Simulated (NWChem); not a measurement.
System meant: C$_{2}$H$_{6}$OSi; SMILES C[SiH2]C=O

Here is an NWChem input.

```
start job
memory heap 200 mb stack 900 mb global 1100 mb
geometry units angstroms noautosym nocenter noautoz
  C     -1.044160    -1.432292     0.000000
  Si     0.647086    -0.635320     0.000000
  C      0.403050     1.283265     0.000000
  O     -0.699344     1.775075     0.000000
  H     -1.609893    -1.113918    -0.888491
  H     -0.978380    -2.530435     0.000000
  H     -1.609893    -1.113918     0.888491
  H      1.458300    -0.990608     1.208098
  H      1.458300    -0.990608    -1.208098
  H      1.311957     1.951705     0.000000
end
basis spherical
  C library def2-svp
  Si library def2-svp
  O library def2-svp
  H library def2-svp
end
dft
  xc xtpss03 ctpss03
  iterations 150
end
property
  shielding 8 1 2 3 4 5 6 8 10
end
task dft property
```

End of the output:

```
 Vector   23  Occ=0.000000D+00  E= 3.096190D-02
              MO Center=  5.6D-01, -5.1D-01,  5.5D-09, r^2= 4.6D+00
   Bfn.  Coefficient  Atom+Function         Bfn.  Coefficient  Atom+Function
  ----- ------------  ---------------      ----- ------------  ---------------
    26      1.032312   2 Si py               35     -1.002754   3 C  s
    25     -0.986070   2 Si px                3     -0.920326   1 C  s
    77      0.588198   8 H  s                82      0.588198   9 H  s
    87      0.490373  10 H  s                40      0.378950   3 C  py
    67      0.373803   6 H  s                18      0.350384   2 Si s

 center of mass
 --------------
 x =  -0.01902409 y =   0.10223098 z =   0.00000000

 moments of inertia (a.u.)
 ------------------
         446.943430189702           4.947428949785           0.000000000000
           4.947428949785         183.215387950117           0.000000000000
           0.000000000000           0.000000000000         597.783337531274

     Multipole analysis of the density
     ---------------------------------

     L   x y z        total         alpha         beta         nuclear
     -   - - -        -----         -----         ----         -------
     0   0 0 0     -0.000000    -20.000000    -20.000000     40.000000

     1   1 0 0      0.343615      0.504227      0.504227     -0.664838
     1   0 1 0     -0.537836      0.086184      0.086184     -0.710204
     1   0 0 1      0.000000      0.000000      0.000000      0.000000

     2   2 0 0    -24.994272    -65.003038    -65.003038    105.011803
     2   1 1 0      2.700572     -2.441513     -2.441513      7.583599
     2   1 0 1      0.000000      0.000000      0.000000      0.000000
     2   0 2 0    -25.803276   -133.789015   -133.789015    241.774754
     2   0 1 1     -0.000000     -0.000000     -0.000000      0.000000
     2   0 0 2    -24.040732    -20.051393    -20.051393     16.062055

          -----------------------------------------
          Chemical Shielding Tensors (GIAO, in ppm)
          -----------------------------------------

 ------------------------------------------------------------------------
  xtpss03: d2 not coded                    0
 ------------------------------------------------------------------------
 ------------------------------------------------------------------------
  current input line :
    28: task dft property
 ------------------------------------------------------------------------
 ------------------------------------------------------------------------
 This error has not yet been assigned to a category
 ------------------------------------------------------------------------
 For more information see the NWChem manual at https://nwchemgit.github.io

0: xtpss03: d2 not coded:Received an Error in Communication
```

Task: Find the fault in this run and fix the input.

Result: The run crashed. Cause: this functional's second derivatives, which shieldings need, aren't coded here; the fix takes a hybrid GGA instead. This input runs:
```
start job
memory heap 200 mb stack 900 mb global 1100 mb
geometry units angstroms noautosym nocenter noautoz
  C     -1.044160    -1.432292     0.000000
  Si     0.647086    -0.635320     0.000000
  C      0.403050     1.283265     0.000000
  O     -0.699344     1.775075     0.000000
  H     -1.609893    -1.113918    -0.888491
  H     -0.978380    -2.530435     0.000000
  H     -1.609893    -1.113918     0.888491
  H      1.458300    -0.990608     1.208098
  H      1.458300    -0.990608    -1.208098
  H      1.311957     1.951705     0.000000
end
basis spherical
  * library def2-svp
end
dft
  xc pbe0
  iterations 150
end
property
  shielding 8 1 2 3 4 5 6 8 10
end
task dft property
```
It converges to -444.00728 Ha (PBE0/def2-SVP, GIAO).
